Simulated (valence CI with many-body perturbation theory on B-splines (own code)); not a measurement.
Results of a calculation; reference values are marked as such.
# From CI to CI+MBPT in Xe XXIII

Method: valence CI with perturbative core correlation (CI+MBPT): four valence electrons over a frozen Dirac-Fock core [Ar] 3d10, a basis of 11 s, 11 p, 9 d, 7 f, 5 g, 2 h, 1 i functions for each j, with the one-electron correlation potential Σ1, the two-electron term Σ2, the three-electron term Σ3, Breit, model QED; selected CI, second order for the rest (own B-spline code, finite nucleus).

No measured spectrum was set against this ion. As an estimate, levels hold to about 250 cm⁻¹ or 0.2 % of their energy and the worst to 1 %, as in measured heavy ions of charge 2 to 7; those with d or f electrons hold less well.

Each rung adds one term. CI alone is the Dirac-Coulomb CI over the frozen core; QED comes last and gives the full result, which names the levels. Energies are above (4s^2 4p1/2^2) J=0 on the same rung, in cm⁻¹.

Levels are named by their leading jj configuration (3d3/2^4 stands for four electrons in 3d with j = 3/2), which in mixed levels can hold well under half, so a name can repeat and another be missing. Letters in brackets count levels of one name in rising energy.

```csv
Level,CI alone
(4s^2 4p1/2 4p3/2) J=1,113503
(4s^2 4p1/2 4p3/2) J=2,133762
(4s^2 4p3/2^2) J=2,262720
(4s^2 4p3/2^2) J=0,310895
(4s 4p1/2^2 4p3/2) J=2,503514
(4s 4p1/2^2 4p3/2) J=1,579275
(4s 4p1/2 4p3/2^2) J=2 [a],620081
(4s 4p1/2 4p3/2^2) J=3,654603
(4s 4p1/2 4p3/2^2) J=0,697186
(4s 4p1/2 4p3/2^2) J=1 [a],713393
(4s 4p1/2 4p3/2^2) J=2 [b],718158
(4s 4p1/2 4p3/2^2) J=1 [b],767768
(4s^2 4p1/2 4d3/2) J=2,807141
(4s 4p3/2^3) J=2,832811
(4s^2 4p1/2 4d5/2) J=3,870431
(4s^2 4p1/2 4d5/2) J=2,897136
```

Question: What do these energies become with core correlation, Breit and QED?

Answer: (4s^2 4p1/2 4p3/2) J=1 113610 (+107); (4s^2 4p1/2 4p3/2) J=2 133410 (-352); (4s^2 4p3/2^2) J=2 262265 (-455); (4s^2 4p3/2^2) J=0 309505 (-1390); (4s 4p1/2^2 4p3/2) J=2 505246 (+1732); (4s 4p1/2^2 4p3/2) J=1 577974 (-1301); (4s 4p1/2 4p3/2^2) J=2 [a] 620983 (+902); (4s 4p1/2 4p3/2^2) J=3 654739 (+136); (4s 4p1/2 4p3/2^2) J=0 696154 (-1032); (4s 4p1/2 4p3/2^2) J=1 [a] 711410 (-1983); (4s 4p1/2 4p3/2^2) J=2 [b] 716016 (-2142); (4s 4p1/2 4p3/2^2) J=1 [b] 759070 (-8699); (4s^2 4p1/2 4d3/2) J=2 805706 (-1434); (4s 4p3/2^3) J=2 829266 (-3546); (4s^2 4p1/2 4d5/2) J=3 866681 (-3750); (4s^2 4p1/2 4d5/2) J=2 889023 (-8114).

Question: How does the ionisation energy move along the ladder, and which term matters most?

Answer: CI alone 700.63, + Σ1 702.07, + Σ2 702.05, + Σ3 701.95, + Breit 701.37, + QED 701.40 eV. The largest step is Σ1, 1.43 eV. NIST lists 700 ± 4 eV (theoretical).
